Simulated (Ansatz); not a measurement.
Calculated with Ansatz (gas phase, PBE0-D4/def2-TZVP geometries, no zero-point term in ΔE). CCSD(T)/CBS adds triple-zeta CCSD(T) − MP2 to the extrapolated MP2 energy (def2 sets, frozen cores). This one scheme is used for every species. DFT in def2-TZVPP. For Mg outer-core shells are correlated without core-valence functions, which leaves a few kJ/mol of doubt a bond. Each species was taken in one conformer, which may not be the lowest.

`FBF` + `C[S][Mg][O][SiH3]` → `CSB(F)F` + `[MgH][O][SiH3]`  (redistribution)

```json
{"level": "r2SCAN-D4", "ΔE (eV)": "0.41"}
{"level": "ωB97X-V", "ΔE (eV)": "0.42"}
{"level": "MP2/def2-QZVPP", "ΔE (eV)": "0.58"}
{"level": "HF/CBS(def2)", "ΔE (eV)": "0.61"}
```

Problem. What does CCSD(T)/CBS give? (Estimate.)

Solution. The calculation gave: +0.55 eV. The listed levels differ from it by -0.14, -0.13, 0.03, 0.06 eV.

Largest T1 diagnostic among the species: 0.013.

Leaving LDA and LC-ωPBE aside and taking each functional with its dispersion term where it has one, the values, not all of them listed here, spread over 0.34 eV, from B97M-V to B2PLYP. LDA lies −0.15 eV from PBE without D4. At CCSD(T), def2-SVP lies −0.08 eV from the extrapolated value and def2-TZVPP −0.07 eV. From PBE to PBE0 (25 % exact exchange), in def2-TZVPP and without D4, ΔE moves by +0.04 eV.
